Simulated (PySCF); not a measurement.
CdI2, optimised at PBE0/def2-TZVP:

```xyz
3

Cd     0.0000     0.0000     0.0000
I      1.5267     1.5261    -1.4277
I     -1.5267    -1.5261     1.4278
```

Computed with PySCF and rigid-rotor harmonic-oscillator thermochemistry at 1 bar. All species are closed-shell singlets. Cd, I: scalar-relativistic def2 core potential, no spin-orbit coupling.

Problem. List the harmonic frequencies (cm⁻¹, unscaled) at this level and at the other levels, each on its own geometry.

Solution. 
- PBE0/def2-TZVP: 53, 54, 147, 264
- PBE/def2-SVP: 52, 54, 143, 260
